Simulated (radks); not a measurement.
Values are calculated unless marked as measured or tabulated.
Ionisation ladder of ytterbium, from Yb to Yb21+. Each ion is in the ground configuration listed by NIST, and IE = E(next ion) - E(this ion). Level of theory: scalar-relativistic Kohn-Sham, BLYP, spin-polarised, spherical densities, finite nucleus; open shells are filled with parallel spins first (spin-orbit coupling, left out, can overturn this in heavy ions); Fermi nuclear charge, rms radius 5.3108 fm (a radial shooting solver on a logarithmic mesh with Libxc functionals).

| species | configuration | IE, Delta-SCF (eV) | -e(HOMO) (eV) | HOMO |
|---|---|---|---|---|
| Yb | [Xe] 4f14 6s2 | 6.369 | 2.804 | 4f |
| Yb+ | [Xe] 4f14 6s1 | ? | 9.539 | 4f down |
| Yb2+ | [Xe] 4f14 | 26.242 | 17.528 | 4f |
| Yb3+ | [Xe] 4f13 | 45.562 | 35.407 | 4f down |
| Yb4+ | [Xe] 4f12 | ? | 56.037 | 4f down |
| Yb5+ | [Kr] 4d10 4f12 5s2 5p5 | ? | 73.402 | 4f down |
| Yb6+ | [Kr] 4d10 4f12 5s2 5p4 | 112.29 | 91.491 | 4f down |
| Yb7+ | [Kr] 4d10 4f12 5s2 5p3 | 133.10 | 110.25 | 4f down |
| Yb8+ | [Kr] 4d10 4f12 5s2 5p2 | 150.44 | 130.20 | 4f down |
| Yb9+ | [Kr] 4d10 4f12 5s2 5p1 | 168.04 | 150.79 | 4f down |
| Yb10+ | [Kr] 4d10 4f12 5s2 | 186.25 | 171.99 | 4f down |
| Yb11+ | [Kr] 4d10 4f11 5s2 | 215.77 | 200.74 | 4f down |
| Yb12+ | [Kr] 4d10 4f10 5s2 | 267.01 | 231.04 | 4f down |
| Yb13+ | [Kr] 4d10 4f10 5s1 | 292.00 | 255.27 | 4f down |
| Yb14+ | [Kr] 4d10 4f10 | 297.17 | 280.65 | 4f down |
| Yb15+ | [Kr] 4d10 4f9 | ? | 313.92 | 4f down |
| Yb16+ | [Kr] 4d10 4f8 | 366.36 | 348.53 | 4f down |
| Yb17+ | [Kr] 4d10 4f7 | 412.21 | 393.36 | 4f up |
| Yb18+ | [Kr] 4d10 4f6 | 450.73 | 431.28 | 4f up |
| Yb19+ | [Kr] 4d10 4f5 | 490.45 | 470.42 | 4f up |
| Yb20+ | [Kr] 4d10 4f4 | 531.33 | 510.73 | 4f up |
| Yb21+ | [Kr] 4d10 4f3 | 573.32 | 552.18 | 4f up |

Estimate the withheld Delta-SCF values.

Answer. Yb+: 12.530 eV (NIST 12.179); Yb4+: 80.718 eV; Yb5+: 96.299 eV (NIST 99); Yb15+: 331.11 eV (NIST 360). No tabulated value is given for the 4+ ions of Nd, Pm and Eu to Yb, where it belongs to another shell than the one emptied here.
